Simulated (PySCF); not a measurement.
Cu(NH3)2 (CuH₆N₂), SMILES [NH3]->[Cu+]<-[NH3], charge +1, multiplicity 1. Atoms are numbered in the order given.

```xyz
9

Cu     0.0000     0.0000     0.0000
N      0.0000     0.0000     1.9385
H     -0.9071     0.2696     2.3343
H      0.6870     0.6508     2.3343
H      0.2201    -0.9204     2.3343
N      0.0000     0.0000    -1.9385
H     -0.9071    -0.2696    -2.3343
H      0.6870    -0.6508    -2.3343
H      0.2201     0.9204    -2.3343
```
Charge +1, spin multiplicity 1.

Coordinates come from a B3LYP-D3(BJ)/def2-SVP optimisation. The multiplicity is an assumed one; other spin states were not compared.

Level of theory: PBE/def2-TZVPD (PySCF).

* **total energy**: -1753.16678 hartree
* **point group**: D3
* **highest occupied level**: -10.33 eV
* **lowest empty level**: -5.82 eV
* **orbital gap**: 4.51 eV
* **dipole moment about the centre of nuclear charge**: 0.00 D
* **mean static polarisability**: 39.5 bohr³ (5.86 Å³)
* **polarisability, principal values**: 35.4, 35.4, 47.7 bohr³
